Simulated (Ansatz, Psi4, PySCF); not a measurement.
singlet silylene (H₂Si), singlet, at a GFN2-xTB geometry. Base run: BLYP/STO-3G (PySCF).

Geometry (Å):
```xyz
3

Si    -0.0067    -0.0028     0.1228
H      0.0478     1.1317    -0.8341
H      0.0456    -1.0928    -0.8846
```
All else is at PySCF's defaults.

The same geometry, method and basis name were run in Ansatz (a first-principles code) and Psi4 and PySCF, at each program's defaults and at the settings that a row names. The base is PySCF at its defaults. Differences at the defaults can come from grids, fitting, cores and function types together.

| code and settings | ΔE vs base (µEh) | basis functions | E (Eh) | SCF cycles | dipole (D) |
|---|---|---|---|---|---|
| PySCF, defaults (exact integrals, its default grid, spherical functions) | 0.0 | 11 | -287.18151 | 6 | 0.06 |
| Psi4, defaults (density fitting with its default set, its default grid, spherical functions) | -783 | 11 | -287.18229 | 5 | 0.05 |
| Ansatz, defaults (factorised integrals, its default grid, spherical functions) | -0.3 | 11 | -287.18151 | - | - |
| PySCF, density fitting with def2-universal-jkfit | -784 | 11 | -287.18230 | 6 | 0.05 |
| PySCF, fine grid | -0.1 | 11 | -287.18151 | 6 | 0.06 |
| Psi4, exact integrals, spherical functions, fine grid | -0.1 | 11 | -287.18151 | 6 | 0.06 |
| Ansatz, high accuracy | -0.1 | 11 | -287.18151 | - | - |
